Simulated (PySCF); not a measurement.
Structure problem from calculated spectra and properties.

Formula: CH5AlCl2Si.

| Item | Value |
| --- | --- |
| NMR, other nuclei | isotropic shieldings of nuclei other than C and H, by class: 355 (1 Al), 411 (1 Si), 881 (2 Cl) ppm [GIAO B3LYP/pcSseg-1 (pcSseg-2 on Al)] |
| Valence photoelectron | vertical ionisation energy: 10.85 eV [ΔSCF wB97X-D/def2-SVPD] |
| UV, first state | lowest singlet excitation: 6.64 eV (187 nm, f = 0.031) [TDDFT wB97X-D/def2-SVPD] |
| 13C NMR | chemical shifts (computed TMS as zero) by class: -10.4 (1 C) ppm [GIAO B3LYP/pcSseg-1 (pcSseg-2 on Al)] |
| 1H NMR | chemical shifts (computed TMS as zero) by class: 4.05 (3 H), -0.25 (2 H) ppm [GIAO B3LYP/pcSseg-1 (pcSseg-2 on Al)] |
| Rotational structure | rotational constants A, B, C: 1.994, 1.145, 0.786 GHz [PBE0-D3(BJ)/def2-SVP] |
| Dipole | 2.16 D [wB97X-D/def2-SVPD] |
| XPS | Si2p3/2 107.1, Cl2p3/2 205.9 (×2), C1s 290.2, Al1s 1568.4, Si1s 1846.8, Cl1s 2828.5 (×2) eV [ΔSCF SCAN, pcX-2 on the ionised atom, pcseg-1 elsewhere, spin-free X2C, 2p3/2 from a spin–orbit splitting computed afterwards within the 2p shell] |
| Polarisability | 89.7 au [wB97X-D/def2-SVPD] |
| Triplet | lowest triplet excitation (Tamm–Dancoff): 6.26 eV [TDA wB97X-D/def2-SVPD] |

Electronic properties: PySCF, gas phase, density fitting. Levels stand in brackets. One conformer (not necessarily the lowest) at the PBE0-D3(BJ)/def2-SVP geometry, without solvent, vibrations or thermal averaging. Each NMR value is the plain mean over a class of atoms that symmetry, rotation or inversion makes alike.

Question: Give a SMILES that accounts for the data.

Answer: The one carbon: carbon bonded to Al, Si and 2 H (-10.4 ppm). Hydrogen classes from least to most shielded: 3 H on a silicon bonded to C and 3 H (4.05 ppm), 2 H on a carbon bonded to Al, Si and 2 H (-0.25 ppm). The other shieldings belong to: 355 ppm, aluminium bonded to C and 2 Cl; 411 ppm, silicon bonded to C and 3 H; 881 ppm, chlorine bonded to Al. The core levels belong to: Si2p3/2 107.1 eV, silicon bonded to C and 3 H; Cl2p3/2 205.9 eV, chlorine bonded to Al; C1s 290.2 eV, carbon bonded to Al, Si and 2 H; Al1s 1568.4 eV, aluminium bonded to C and 2 Cl; Si1s 1846.8 eV, silicon bonded to C and 3 H; Cl1s 2828.5 eV, chlorine bonded to Al. One atom of each topological class was ionised and stands for its class. The optimised geometry has point group Cs and is an asymmetric top. Structure: `[SiH3][CH2][Al]([Cl])[Cl]` (AlCl2(CH2SiH3)). The assignments are read from this structure; whether some other isomer fits the data as well wasn't checked.
